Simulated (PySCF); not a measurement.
# PySCF run on SiBr⁺

The script input.py:

```python
from pyscf import gto, dft

mol = gto.M(
    atom='Si 0 0 0; Br 0 0 2.213',
    basis='def2-svp',
    charge=1,
    spin=0,
    verbose=3,
)
mf = dft.UKS(mol, xc='pw6b95')
mf.kernel()
mf.analyze()
print('orbital energies (hartree):', [e[max(0, n-3):n+3].round(4) for e, n in zip(mf.mo_energy, mol.nelec)])
```

```bash
$ python input.py
```

Output (some set-up lines and the per-cycle HOMO/LUMO lines with their warnings removed):

```
converged SCF energy = -2864.33090537718  <S^2> = 8.8447294e-10  2S+1 = 1
**** MO energy ****
                             alpha | beta                alpha | beta
[13 lines left out]
MO #14  energy= -4.05954772038829  | -4.05954755598652  occ= 1 | 1
MO #15  energy= -2.95668604903774  | -2.95668624352248  occ= 1 | 1
MO #16  energy= -2.95512376745552  | -2.95512399611664  occ= 1 | 1
MO #17  energy= -2.95512376745552  | -2.95512399611663  occ= 1 | 1
MO #18  energy= -2.95127651315361  | -2.9512768882583   occ= 1 | 1
MO #19  energy= -2.95127465694684  | -2.95127503207144  occ= 1 | 1
MO #20  energy= -1.05652365252386  | -1.05652567690773  occ= 1 | 1
MO #21  energy= -0.748389972229416 | -0.748388861961342 occ= 1 | 1
MO #22  energy= -0.577592097098155 | -0.577592373255684 occ= 1 | 1
MO #23  energy= -0.574635215291778 | -0.574637503441338 occ= 1 | 1
MO #24  energy= -0.574635215291771 | -0.574637503441329 occ= 1 | 1
MO #25  energy= -0.354941569348495 | -0.354939834474955 occ= 0 | 0
MO #26  energy= -0.354941569348492 | -0.354939834474944 occ= 0 | 0
MO #27  energy= -0.231522838439461 | -0.231522463225205 occ= 0 | 0
[23 lines left out]

To work with the spin densities directly, `use mulliken_meta_spin()` only printing them here.

 ** Mulliken spin pop alpha/beta on meta-lowdin orthogonal AOs **
 ** Mulliken Spin Density (per atom)  **
spin density of  0 Si =      0.00003
spin density of  1 Br =     -0.00003
 ** Mulliken pop alpha/beta on meta-lowdin orthogonal AOs **
 ** Mulliken atomic charges   ( Nelec_alpha | Nelec_beta ) **
charge of  0Si =      0.86990  (     6.56507      6.56504 )
charge of  1Br =      0.13010  (    17.43493     17.43496 )

WARN: System has nonzero charge 1; the dipole moment is origin-dependent.
Location of origin: [0. 0. 0.]

Dipole moment(X, Y, Z, Debye): -0.00000, -0.00000,  2.29790
orbital energies (hartree): [array([-0.5776, -0.5746, -0.5746, -0.3549, -0.3549, -0.2315]), array([-0.5776, -0.5746, -0.5746, -0.3549, -0.3549, -0.2315])]
```

In short: E(SCF) = -2864.330905 Eh.

Wall time 5.2 s on one thread of a shared host.

The bond length is a typed value, not an optimised one. The dipole of an ion depends on the origin. No search for the lowest solution was made.
